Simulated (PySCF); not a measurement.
These 3 structures share the formula C4H9B. Theory: PySCF, PBE0-D3(BJ)/def2-SVP geometry optimisation, gas phase. One conformer each; no zero-point energy, no entropy. No frequencies were run at this level. Point groups hold within 0.08 Å.

Problem. Rank from lowest to highest electronic energy at this level (kcal/mol).
A. `C/C(B)=C/C`
B. `[CH3:1][BH:2][CH:3]1[CH2:4][CH2:5]1` with C1–B2–C3–C4 153°
C. `[BH2:1][C:2](=[CH2:3])[CH2:4][CH3:5]` with B1–C2–C4–C5 -70°

Solution. B (0.0), A (8.7), C (11.8).

As drawn, the lowest has a three-membered ring, which the highest lacks; the highest has a C=C bond outside aromatic rings, which the lowest lacks.

```
    SMILES      E (Eh)  E rel (kcal/mol)  dipole (D)  point group      A, B, C (MHz)
   CBC1CC1  -182.30796               0.0        0.66            –  14220, 2646, 2558
B/C(C)=C\C  -182.29408               8.7        1.55           Cs   8385, 3591, 2595
  BC(=C)CC  -182.28919              11.8        1.20           C1   7610, 3755, 2897
```

Problem. How do the relative energies change in single points at PBE0/pcSseg-1 (no added dispersion term) on the same geometries?

Solution. 
| SMILES | PBE0-D3(BJ)/def2-SVP (kcal/mol) | PBE0/pcSseg-1 (kcal/mol) | shift |
| --- | --- | --- | --- |
| CBC1CC1 | 0.0 | 0.0 | 0.0 |
| B/C(C)=C\C | 8.7 | 8.0 | -0.7 |
| BC(=C)CC | 11.8 | 10.8 | -1.0 |

Each column counts from its own lowest isomer. The order is unchanged; the largest shift is 1.0 kcal/mol.
